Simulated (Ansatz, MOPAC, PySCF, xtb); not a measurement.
Complex: CH5N (SMILES CN) (first 7 atoms) with H4OSi (SMILES O[SiH3]); geometry from B3LYP-D3(BJ)/def2-TZVP, rigid monomers moved along the line of their centres of mass till N2···H10 is 1.62 Å.
(charge 0, multiplicity 1):
```tsv
atom	x (Å)	y (Å)	z (Å)
C	0.2380	-0.3606	-0.1201
N	-0.2685	0.9711	0.2359
H	-0.4584	-1.1158	0.2446
H	1.1923	-0.5243	0.3807
H	0.3809	-0.5119	-1.1949
H	-1.1639	1.1479	-0.2046
H	0.3660	1.6961	-0.0786
O	-0.4999	1.0227	2.8327
Si	-0.0626	-0.3584	3.5878
H	-0.4332	1.0622	1.8462
H	-0.8810	-1.5257	3.1562
H	-0.2481	-0.1593	5.0421
H	1.3597	-0.7195	3.3321
```

```json
[
 {"level": "PM3", "interaction energy (kcal/mol)": "1.09", "cost": "-"},
 {"level": "PM6", "interaction energy (kcal/mol)": "-4.90", "cost": "-"},
 {"level": "PM7", "interaction energy (kcal/mol)": "-3.30", "cost": "-"},
 {"level": "GFN2-xTB", "interaction energy (kcal/mol)": "-7.53", "cost": "-"},
 {"level": "HF/6-31G* (no counterpoise)", "interaction energy (kcal/mol)": "-6.22", "cost": "-"},
 {"level": "PBE/def2-TZVPPD", "interaction energy (kcal/mol)": "-9.21", "cost": "×1"},
 {"level": "PBE-D3(BJ)/def2-TZVPPD", "interaction energy (kcal/mol)": "-11.05", "cost": "×1"},
 {"level": "r2SCAN/def2-TZVPPD", "interaction energy (kcal/mol)": "-10.00", "cost": "×1"},
 {"level": "r2SCAN-D4/def2-TZVPPD", "interaction energy (kcal/mol)": "-10.61", "cost": "×1"},
 {"level": "B3LYP/6-31G* (no counterpoise)", "interaction energy (kcal/mol)": "-10.79", "cost": "-"},
 {"level": "PBE0/def2-TZVPPD", "interaction energy (kcal/mol)": "-9.09", "cost": "×2"},
 {"level": "M06-2X/6-31G* (no counterpoise)", "interaction energy (kcal/mol)": "-12.53", "cost": "-"},
 {"level": "SCS-MP2/aug-cc-pV(D+d)Z", "interaction energy (kcal/mol)": "-6.51", "cost": "-"},
 {"level": "CCSD(T)/aug-cc-pV(D+d)Z", "interaction energy (kcal/mol)": "-7.55", "cost": "×10"}
]
```

The rows run from -12.53 (M06-2X/6-31G* (no counterpoise)) to 1.09 kcal/mol (PM3). The dispersion term adds -1.84 in PBE-D3(BJ), -0.61 in r2SCAN-D4. The 3 functionals in def2-TZVPPD without D3 or D4 span 0.91, from r2SCAN to PBE0.

Interaction energies are E(AB) − E(A) − E(B) at the monomers' geometry in the complex; basis-set methods are counterpoise corrected. Rows marked so take none.

Cores are frozen in the correlated methods. Rows in 6-31G* carry no dispersion term and start afresh at each structure (6-31G* with six Cartesian d functions). The state that PM3, PM6, PM7 reach isn't checked; PM7 holds dispersion and hydrogen-bond terms.

Run with Ansatz (Gaussian basis) for Hartree–Fock, density functionals and correlated methods; MOPAC for PM3, PM6, PM7 (differences of heats of formation); PySCF for 6-31G* rows, the dispersion terms; xtb for the GFN methods. 

Costs are rough ratios of core time to PBE/def2-TZVPPD (about 11 s over the structures, on one shared machine); a dash marks a level with no comparable run of its own.

Ansatz is an electronic-structure program.
